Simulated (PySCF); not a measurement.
PySCF input file for C2H2F, SMILES F[C]=C (connectivity only; charge and spin as stated), charge +1, multiplicity 1, KT2/pcSseg-2. Geometry: PBE-D3(BJ)/def2-TZVP. The spin state was assumed, not searched. The isomer is the one that the SMILES or the coordinates give; other isomers of the formula were not compared.

```python
import numpy as np
from pyscf import gto, scf, dft
from pyscf.prop.nmr import rks as nmr

mol = gto.M(
    atom='''
    C     0.00000000    0.00000000   -1.25466577
    C     0.00000000    0.00000000    0.01294751
    F     0.00000000    0.00000000    1.23104231
    H     0.00000000   -0.95245753   -1.81453561
    H     0.00000000    0.95245753   -1.81453561
    ''',
    basis='pcSseg-2',
    charge=1,
    spin=0,
    max_memory=1600,
    verbose=3,
)
mf = dft.RKS(mol, xc='kt2')
mf.grids.level = 3
mf.conv_tol = 1e-10
mf.max_cycle = 100
mf.kernel()
n = nmr.NMR(mf)
n.verbose = 2
n.max_cycle_cphf = 60
sigma = n.kernel()
print('atom   isotropic/ppm   span/ppm')
for i, s in enumerate(sigma):
    w = np.linalg.eigvalsh((s + s.T) / 2)
    print(f'{mol.atom_symbol(i):2s}{i + 1:3d} {w.mean():14.3f} {w[2] - w[0]:11.3f}')
```

Output:

```
converged SCF energy = -179.542213700888
atom   isotropic/ppm   span/ppm
C   1        165.383     133.401
C   2        -70.624      59.361
F   3         78.609     398.032
H   4         24.037       6.456
H   5         24.037       6.456
```

The run converged.
